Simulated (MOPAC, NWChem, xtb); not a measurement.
InH2O (SMILES [OH][InH]): the dipole moment, rung by rung

The species is InH2O (4 atoms), meant as a doublet with charge 0. As SMILES, `[OH][InH]`. The shape is that of a PBE0-D4/def2-TZVP optimisation.

```xyz
4

O    -0.2984   -1.0206    0.2950
In    0.5639    0.7466   -0.0885
H     0.2368   -1.6294    0.8091
H    -0.4467    1.8430   -1.0360
```

Each level gives the dipole moment (D). The values are calculated.

```csv
level,kind,program,value (D),CPU time
PM7,semi-empirical,MOPAC,3.11,under 2 s
GFN2-xTB,semi-empirical,xtb,2.81,under 2 s
GFN0-xTB,semi-empirical,xtb,5.15,under 2 s
GFN1-xTB,semi-empirical,xtb,3.38,under 2 s
UHF/STO-3G,Hartree–Fock,NWChem,2.49,4.7 s
UHF/def2-SVP (core potential),Hartree–Fock,NWChem,2.59,9.1 s
UHF/def2-TZVP (core potential),Hartree–Fock,NWChem,2.51,34 s
UB3LYP/def2-SVP (core potential),global hybrid,NWChem,1.86,18 s
UPBE0/def2-SVP (core potential),global hybrid,NWChem,1.92,19 s
UB3LYP/def2-SVPD (core potential),global hybrid,NWChem,2.13,26 s
```

All-electron rows without a relativistic Hamiltonian named are non-relativistic, while core potentials hold scalar relativity, so basis and relativity change together. The values span 1.86 to 5.15 D. Magnitudes only. Sets without polarisation functions give poor dipoles. Times are those of the runs behind each value, whatever else they computed, on shared processors of several kinds: orders of magnitude only.
